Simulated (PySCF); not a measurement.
Isomers of C7H14, mass 98.110 u with the commonest isotopes. Level of theory: PBE0/pcSseg-1 in PySCF (dipole) on a GFN2-xTB geometry, gas phase. One conformer each, none proved a minimum here; rigid rotors.

Question: Order these by rotational constant B, largest first.
A. `[CH3:1][CH2:2][CH:3]1[CH2:4][CH2:5][CH2:6][CH2:7]1` with C1–C2–C3–C4 172°, C2–C3–C4–C5 155°, C3–C4–C5–C6 -42°, C4–C5–C6–C7 37°, C5–C6–C7–C3 -17°
B. `[CH3:1][CH2:2][CH2:3][CH2:4][CH:5]1[CH2:6][CH2:7]1` with C1–C2–C3–C4 180°, C2–C3–C4–C5 179°, C3–C4–C5–C6 -83°
C. `CC(C)(C)C1CC1`
D. `[CH3:1][C:2]([CH3:3])=[CH:4][CH:5]([CH3:6])[CH3:7]` with C2–C4–C5–C6 120° (2,4-dimethyl-2-pentene)
E. `[CH2:1]=[CH:2][CH2:3][CH2:4][CH:5]([CH3:6])[CH3:7]` with C1–C2–C3–C4 -119°, C2–C3–C4–C5 175°, C3–C4–C5–C6 -174°
F. `[CH3:1][CH2:2][CH2:3][CH:4]1[CH2:5][CH2:6][CH2:7]1` with C1–C2–C3–C4 178°, C2–C3–C4–C5 176°, C3–C4–C5–C6 -132°, C4–C5–C6–C7 11°, C5–C6–C7–C4 -11°, C3–C4–C7–C6 131°
G. `[CH3:1][CH2:2][C@@H:3]1[CH2:4][CH2:5][C@H:6]1[CH3:7]` with C1–C2–C3–C4 -71°, C2–C3–C4–C5 -132°, C3–C4–C5–C6 12°, C4–C5–C6–C7 -132°, C2–C3–C6–C5 132°

Answer: C (2016 MHz), G (1744 MHz), A (1684 MHz), D (1359 MHz), F (1227 MHz), E (1105 MHz), B (988.9 MHz).

Question: Order these by rotational constant C, largest first.
A. `[CH3:1][C:2]([CH3:3])=[CH:4][CH:5]([CH3:6])[CH3:7]` with C2–C4–C5–C6 120° (2,4-dimethyl-2-pentene)
B. `[CH3:1][CH2:2][CH2:3][CH2:4][CH:5]1[CH2:6][CH2:7]1` with C1–C2–C3–C4 180°, C2–C3–C4–C5 179°, C3–C4–C5–C6 -83°
C. `[CH3:1][CH2:2][CH2:3][CH:4]1[CH2:5][CH2:6][CH2:7]1` with C1–C2–C3–C4 178°, C2–C3–C4–C5 176°, C3–C4–C5–C6 -132°, C4–C5–C6–C7 11°, C5–C6–C7–C4 -11°, C3–C4–C7–C6 131°
D. `[CH3:1][CH2:2][C@@H:3]1[CH2:4][CH2:5][C@H:6]1[CH3:7]` with C1–C2–C3–C4 -71°, C2–C3–C4–C5 -132°, C3–C4–C5–C6 12°, C4–C5–C6–C7 -132°, C2–C3–C6–C5 132°
E. `[CH2:1]=[CH:2][CH2:3][CH2:4][CH:5]([CH3:6])[CH3:7]` with C1–C2–C3–C4 -119°, C2–C3–C4–C5 175°, C3–C4–C5–C6 -174° (5-methyl-1-hexene)
F. `CC(C)(C)C1CC1`

Answer: F (1904 MHz), D (1387 MHz), A (1341 MHz), C (1135 MHz), E (1008 MHz), B (949.0 MHz).

Question: Order these by rotational constant A, largest first.
A. `[CH3:1][CH2:2][C@@H:3]1[CH2:4][CH2:5][C@H:6]1[CH3:7]` with C1–C2–C3–C4 -71°, C2–C3–C4–C5 -132°, C3–C4–C5–C6 12°, C4–C5–C6–C7 -132°, C2–C3–C6–C5 132°
B. `[CH3:1][C:2]([CH3:3])=[CH:4][CH:5]([CH3:6])[CH3:7]` with C2–C4–C5–C6 120°
C. `[CH3:1][CH2:2][CH:3]1[CH2:4][CH2:5][CH2:6][CH2:7]1` with C1–C2–C3–C4 172°, C2–C3–C4–C5 155°, C3–C4–C5–C6 -42°, C4–C5–C6–C7 37°, C5–C6–C7–C3 -17°
D. `[CH2:1]=[CH:2][CH2:3][CH2:4][CH:5]([CH3:6])[CH3:7]` with C1–C2–C3–C4 -119°, C2–C3–C4–C5 175°, C3–C4–C5–C6 -174°
E. `[CH3:1][CH2:2][CH2:3][CH:4]1[CH2:5][CH2:6][CH2:7]1` with C1–C2–C3–C4 178°, C2–C3–C4–C5 176°, C3–C4–C5–C6 -132°, C4–C5–C6–C7 11°, C5–C6–C7–C4 -11°, C3–C4–C7–C6 131° (propylcyclobutane)
F. `CC(C)(C)C1CC1`
G. `[CH3:1][CH2:2][CH2:3][CH2:4][CH:5]1[CH2:6][CH2:7]1` with C1–C2–C3–C4 180°, C2–C3–C4–C5 179°, C3–C4–C5–C6 -83°

Answer: G (8679 MHz), E (7294 MHz), D (6157 MHz), C (5464 MHz), A (4376 MHz), B (4263 MHz), F (3743 MHz).

```csv
SMILES,point group,Ia (u·Å²),Ib (u·Å²),Ic (u·Å²),κ,μa (D),μb (D),μc (D)
CCCC1CCC1,C1,69.29,411.85,445.32,-0.97,0.05,0.02,0.10
CC[C@@H]1CC[C@H]1C,C1,115.48,289.78,364.24,-0.76,0.02,0.12,0.05
CCC1CCCC1,C1,92.48,300.04,357.10,-0.87,0.03,0.04,0.04
CCCCC1CC1,C1,58.23,511.05,532.51,-0.99,0.09,0.04,0.07
CC(C)=CC(C)C,Cs,118.56,371.86,376.76,-0.99,0.25,0.28,0.00
CC(C)(C)C1CC1,Cs,135.03,250.64,265.38,-0.88,0.08,0.00,0.03
C=CCCC(C)C,C1,82.08,457.39,501.61,-0.96,0.42,0.08,0.02
```
